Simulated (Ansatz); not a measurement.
```xyz
9

O     0.738   -1.340    1.906
C     0.197   -0.422    1.102
N     0.304   -0.451   -0.148
Si   -0.378    0.714   -1.227
H     1.193   -1.976    1.335
H    -0.334    0.328    1.700
H    -1.126    1.782   -0.497
H     0.714    1.340   -2.013
H    -1.307    0.024   -2.157
```

The species carries charge 0 and has multiplicity 1.

Q: List the ωB97M-V/def2-TZVPP orbital energies in eV (Ansatz 0.2.0). (An estimate is asked.)

A: Computed: Occupied: -1807.08, -527.47, -394.14, -284.66, -148.13, -102.25, -102.23, -102.23, -33.36, -27.76, -21.04, -18.67, -16.74, -15.48, -14.95, -13.70, -12.42, -12.11, -10.51, -10.13. Lowest empty: 2.12, 2.25, 2.80, 3.30, 3.31, 3.72, 4.17, 5.98.
